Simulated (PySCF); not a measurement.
## How methods differ on the ionisation energy of Pr⁴⁵⁺

Pr⁴⁵⁺ [Ne] 3s2 3p2 (3P) → Pr⁴⁶⁺ [Ne] 3s2 3p1 (2P), as a difference of total energies. Calculation: PySCF 2.14, in an even-tempered Gaussian basis (18 s from 9.2 bohr⁻², ratio 2.5; 12 p from 12 bohr⁻², ratio 2.5; 4 d from 48 bohr⁻², ratio 2.7; 4 f from 71 bohr⁻², ratio 2.7); the spin-free X2C one-electron Hamiltonian (Gaussian nucleus). Correlated levels: outer shells: 1s2 frozen; virtual orbitals above 40 to 60 times the deepest correlated orbital energy dropped. The calculations carry no spin-orbit coupling.

| method | ionisation energy (eV) |
| --- | --- |
| UHF | 3656.3 |
| MP2 (outer shells) | 3656.8 |
| SCS-MP2 (outer shells) | 3656.6 |
| CCSD (outer shells) | 3656.7 |
| CCSD(T) (outer shells) | 3656.7 |

Spin-orbit coupling is strong in these open shells (close to jj coupling). The scalar numbers leave it out and a first-order estimate fails, so it can dominate the gap to the real levels.

Breit and QED terms and the two-electron picture change are absent.

For comparison: 3729 ± 4 eV (theoretical estimate listed by NIST; NIST Atomic Spectra Database, ionization energies).
